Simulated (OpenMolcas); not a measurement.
## Cr4+: moving or changing the point charges

Cr4+ among 4 point charges of -1 e arranged as a square (D4h), 1.72 Å from the ion.

```
Program             : OpenMolcas
Method              : CASSCF
Basis               : ANO-RCC-VDZP [5s4p2d1f]
Scalar Hamiltonian  : DKH2, point nucleus
Active space        : 2 electrons in 5 orbitals (3d)
State averaging     : 2S+1 = 3 even, 10 roots; 2S+1 = 1 even, 15 roots
Spin-orbit coupling : state interaction with AMFI integrals over the reference wave functions
```

Runs around this geometry, states (labels of D4, the rotations of D4h). Energies in cm-1 above the lowest state or level, χT in cm3 K/mol.

```tsv
R (Å)	q (e)	Ground state	First state of that spin	First gap with spin-orbit (degeneracies)	χT at 300 K	First state of another spin
1.72	-0.65	3A2	3E 656.7	166.3 (1, 2)	0.569	1B2 16268
1.65	-1	3A2	3E 1158	124.0 (1, 2)	0.635	1B2 16449
1.72	-1	3A2	3E 1000	138.0 (1, 2)	0.610	1B2 16409
1.89	-1	3A2	3E 710.0	166.2 (1, 2)	0.570	1B2 16315
```

Taking the first state of the same spin as R^-n, n = -ln(710 / 1158) / ln(1.89 / 1.65) = 3.6 between the shortest and longest distance.

Scaling the charges by -0.65 / -1 = 0.65 scales the first state of the same spin by 656.7 / 1000 = 0.66; with fixed orbitals a first-order splitting would follow the charge.

Without dynamic correlation the repulsion within the d shell is too large (B by tens of per cent), so at a given field states of lower spin stand too high. The ground term spreads over less than 5000 cm-1, several times less than with real ligands, so orbital moments are less quenched and χT lies further from the spin-only value than at real sites (holds for R = 1.72, q = -0.65; R = 1.89, q = -1). This is an electrostatic model: the charges have no orbitals. No measured value stands beside these numbers.
